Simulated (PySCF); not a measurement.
Compound: Ti(NH2)2(OMe)2, C2H10N2O2Ti (singlet state).
SMILES: `C[O][Ti]([NH2])([NH2])[O]C`

Computed with PySCF 2.14.0, density-fitted response routines, TDDFT PBE0/def2-SVPD, vertical, gas phase, core orbitals frozen in the response. Geometry: PBE0-D3(BJ)/def2-SVP; no solvent, vibrations or thermal averaging.

Computed states:

```
state  E (eV)       f
   S1    4.48  0.0059
   S2    4.83  0.0073
   S3    5.10   0.046
   S4    5.35   0.013
   S5    5.51  0.0042
   S6    5.58   0.014
   S7    5.76   0.015
   S8    5.82  0.0054
   S9    5.85   0.013
  S10    5.90  0.0087
  S11    5.97   0.015
  S12    6.00   0.029
  S13    6.11   0.010
  S14    6.15   0.022
  S15    6.20   0.015
```

Each state is given a Gaussian of 0.25 eV full width at half maximum, with ε(max) = 2.175×10⁸ f / Δν̃ (Δν̃ the width in cm⁻¹). The width is an assumption, not a result. The curve ends short of the highest state used, and states not computed would add to its high-energy end.

**Question.** What does the envelope look like, and where are its maxima?

**Answer.** 
```json
{"λ (nm)": "221.5", "ε (L mol⁻¹ cm⁻¹)": "2589"}
{"λ (nm)": "222.9", "ε (L mol⁻¹ cm⁻¹)": "2458"}
{"λ (nm)": "224.4", "ε (L mol⁻¹ cm⁻¹)": "2309"}
{"λ (nm)": "225.8", "ε (L mol⁻¹ cm⁻¹)": "2168"}
{"λ (nm)": "227.3", "ε (L mol⁻¹ cm⁻¹)": "2045"}
{"λ (nm)": "228.8", "ε (L mol⁻¹ cm⁻¹)": "1972"}
{"λ (nm)": "230.2", "ε (L mol⁻¹ cm⁻¹)": "1956"}
{"λ (nm)": "231.7", "ε (L mol⁻¹ cm⁻¹)": "1997"}
{"λ (nm)": "233.2", "ε (L mol⁻¹ cm⁻¹)": "2125"}
{"λ (nm)": "234.6", "ε (L mol⁻¹ cm⁻¹)": "2367"}
{"λ (nm)": "236.1", "ε (L mol⁻¹ cm⁻¹)": "2800"}
{"λ (nm)": "237.5", "ε (L mol⁻¹ cm⁻¹)": "3359"}
{"λ (nm)": "239.0", "ε (L mol⁻¹ cm⁻¹)": "4038"}
{"λ (nm)": "240.5", "ε (L mol⁻¹ cm⁻¹)": "4645"}
{"λ (nm)": "241.9", "ε (L mol⁻¹ cm⁻¹)": "4997"}
{"λ (nm)": "243.4", "ε (L mol⁻¹ cm⁻¹)": "5033"}
{"λ (nm)": "244.9", "ε (L mol⁻¹ cm⁻¹)": "4701"}
{"λ (nm)": "246.3", "ε (L mol⁻¹ cm⁻¹)": "4135"}
{"λ (nm)": "247.8", "ε (L mol⁻¹ cm⁻¹)": "3393"}
{"λ (nm)": "249.2", "ε (L mol⁻¹ cm⁻¹)": "2704"}
{"λ (nm)": "250.7", "ε (L mol⁻¹ cm⁻¹)": "2078"}
{"λ (nm)": "252.2", "ε (L mol⁻¹ cm⁻¹)": "1614"}
{"λ (nm)": "253.6", "ε (L mol⁻¹ cm⁻¹)": "1321"}
{"λ (nm)": "255.1", "ε (L mol⁻¹ cm⁻¹)": "1119"}
{"λ (nm)": "256.6", "ε (L mol⁻¹ cm⁻¹)": "981"}
{"λ (nm)": "258.0", "ε (L mol⁻¹ cm⁻¹)": "874"}
{"λ (nm)": "259.5", "ε (L mol⁻¹ cm⁻¹)": "761"}
{"λ (nm)": "260.9", "ε (L mol⁻¹ cm⁻¹)": "653"}
{"λ (nm)": "262.4", "ε (L mol⁻¹ cm⁻¹)": "543"}
{"λ (nm)": "263.9", "ε (L mol⁻¹ cm⁻¹)": "452"}
{"λ (nm)": "265.3", "ε (L mol⁻¹ cm⁻¹)": "394"}
{"λ (nm)": "266.8", "ε (L mol⁻¹ cm⁻¹)": "370"}
{"λ (nm)": "268.3", "ε (L mol⁻¹ cm⁻¹)": "383"}
{"λ (nm)": "269.7", "ε (L mol⁻¹ cm⁻¹)": "423"}
{"λ (nm)": "271.2", "ε (L mol⁻¹ cm⁻¹)": "483"}
{"λ (nm)": "272.7", "ε (L mol⁻¹ cm⁻¹)": "547"}
{"λ (nm)": "274.1", "ε (L mol⁻¹ cm⁻¹)": "598"}
{"λ (nm)": "275.6", "ε (L mol⁻¹ cm⁻¹)": "630"}
{"λ (nm)": "277.0", "ε (L mol⁻¹ cm⁻¹)": "634"}
{"λ (nm)": "278.5", "ε (L mol⁻¹ cm⁻¹)": "609"}
{"λ (nm)": "280.0", "ε (L mol⁻¹ cm⁻¹)": "557"}
{"λ (nm)": "281.4", "ε (L mol⁻¹ cm⁻¹)": "490"}
{"λ (nm)": "282.9", "ε (L mol⁻¹ cm⁻¹)": "409"}
{"λ (nm)": "284.4", "ε (L mol⁻¹ cm⁻¹)": "326"}
{"λ (nm)": "285.8", "ε (L mol⁻¹ cm⁻¹)": "253"}
{"λ (nm)": "287.3", "ε (L mol⁻¹ cm⁻¹)": "186"}
{"λ (nm)": "288.7", "ε (L mol⁻¹ cm⁻¹)": "134"}
{"λ (nm)": "290.2", "ε (L mol⁻¹ cm⁻¹)": "90"}
{"λ (nm)": "291.7", "ε (L mol⁻¹ cm⁻¹)": "59"}
{"λ (nm)": "293.1", "ε (L mol⁻¹ cm⁻¹)": "38"}
{"λ (nm)": "294.6", "ε (L mol⁻¹ cm⁻¹)": "23"}
{"λ (nm)": "296.1", "ε (L mol⁻¹ cm⁻¹)": "13"}
{"λ (nm)": "297.5", "ε (L mol⁻¹ cm⁻¹)": "8"}
{"λ (nm)": "299.0", "ε (L mol⁻¹ cm⁻¹)": "4"}
{"λ (nm)": "300.4", "ε (L mol⁻¹ cm⁻¹)": "2"}
{"λ (nm)": "301.9", "ε (L mol⁻¹ cm⁻¹)": "1"}
```

Maxima: 277 nm (4.48 eV), ε about 640, made up of S1 (99%); 243 nm (5.11 eV), ε about 5100, made up of S3 (97%) (ε in L mol⁻¹ cm⁻¹; maxima over ε = 5, shares over 10%). At its high-energy end, 5.60 eV, the curve is still rising (ε about 2600, from S5, S6 and S7).

**Question.** Coming from long wavelengths, where does ε first pass 100 L mol⁻¹ cm⁻¹?

**Answer.** At about 290 nm (4.28 eV), 0.20 eV below S1.

**Question.** What would ε be at 5.11 eV, the highest of these maxima, with half the width (0.125 eV)?

**Answer.** About 9790 L mol⁻¹ cm⁻¹ against 5060, a factor of about 1.9; a lone state at its own centre would give exactly 2.

**Question.** On this curve, what absorbance would a 10⁻⁵ mol/L sample give at 266 nm over a 1 cm path?

**Answer.** 266 nm is 4.661 eV, where ε is about 380 L mol⁻¹ cm⁻¹, so A = ε c l ≈ 0.0038 (Beer–Lambert, with the gas-phase spectrum and the assumed width).
